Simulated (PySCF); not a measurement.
C4H8S, SMILES C(=C/C)/SC, GFN2-xTB optimised geometry.

```
13

C      1.71    -1.86     0.00
C      0.22    -1.86     0.00
C     -0.54    -0.78     0.00
S      0.07     0.87     0.00
C     -1.51     1.77    -0.03
H      2.09    -0.84    -0.01
H      2.09    -2.39    -0.88
H      2.09    -2.38     0.88
H     -0.26    -2.83     0.00
H     -1.62    -0.83     0.00
H     -2.09     1.52     0.85
H     -1.26     2.83    -0.02
H     -2.05     1.53    -0.94
```

Density from PySCF 2.14.0 with B3LYP/def2-TZVP at that geometry.

Minimum of the electron density along straight lines between bonded atoms, close to the bond critical point (lines longer than 1.1 times the sum of covalent radii, or with two minima, are not listed):

| bond | length / Å | ρ at the minimum / e bohr⁻³ | ∇²ρ there / e bohr⁻⁵ | position (fraction from the first atom) |
|---|---|---|---|---|
| C1–C2 | 1.490 | 0.264 | ? | 0.49 |
| C2–C3 | 1.326 | 0.357 | -1.10 | 0.49 |
| C3–S4 | 1.762 | 0.201 | -0.39 | 0.48 |
| S4–C5 | 1.817 | ? | ? | 0.53 |
| C1–H6 | 1.088 | 0.282 | -0.98 | 0.64 |
| C1–H7 | 1.090 | 0.278 | -0.95 | 0.64 |
| C1–H8 | 1.090 | 0.278 | -0.95 | 0.64 |
| C2–H9 | 1.082 | 0.286 | -1.01 | 0.64 |
| C3–H10 | 1.078 | 0.289 | -1.03 | 0.65 |
| C5–H11 | 1.086 | 0.284 | -0.99 | 0.64 |
| C5–H12 | 1.085 | 0.284 | -0.99 | 0.64 |
| C5–H13 | 1.086 | 0.284 | -0.99 | 0.64 |

Problem. Some entries are withheld; supply them.

Solution. 
- C1–C2, ∇²ρ there / e bohr⁻⁵: -0.70
- S4–C5, ρ at the minimum / e bohr⁻³: 0.182
- S4–C5, ∇²ρ there / e bohr⁻⁵: -0.30
